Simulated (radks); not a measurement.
Valence configurations of Hf III (all share [Xe]). Calculated with a radial shooting solver on a logarithmic mesh with Libxc functionals: non-relativistic Kohn-Sham, PBE, spin-unpolarised, spherical densities, point nucleus; relativity is left out, which matters for an element this heavy. Energies are relative to 4f14 5d2; eigenvalues in eV.

4f14 5d2: E (eV) 0.000; e(4f) -37.839; e(5d) -17.276
4f13 5d3: E (eV) 24.131; e(4f) -46.721; e(5d) -18.923
4f14 5d1 6s1: E (eV) 1.909; e(4f) -41.353; e(5d) -19.653; e(6s) -17.231
4f14 5d1 6p1: E (eV) 6.417; e(4f) -42.441; e(5d) -20.529; e(6p) -13.303
4f13 5d2 6p1: E (eV) 31.899; e(4f) -51.482; e(5d) -22.331; e(6p) -13.668
4f13.5 5d2 6p0.5: E (eV) 14.495; e(4f) -44.523; e(5d) -19.764; e(6p) -12.673
4f13 5d2 6s1: E (eV) 27.194; e(4f) -50.418; e(5d) -21.449; e(6s) -17.807
4f14 6p2: E (eV) 14.495; e(4f) -47.231; e(6p) -14.850
4f13 5d1 6s1 6p1: E (eV) 36.443; e(4f) -55.385; e(5d) -24.924; e(6p) -14.734; e(6s) -19.761
4f13.5 5d2 6s0.5: E (eV) 12.267; e(4f) -43.982; e(5d) -19.315; e(6s) -16.836

NIST lists [Xe] 4f14 5d2 as the ground configuration; this level of theory agrees among the configurations tried. The energies are those of spherical spin-averaged densities, not of single terms. Relativity is left out, which favours d and f over s occupation in heavy atoms.
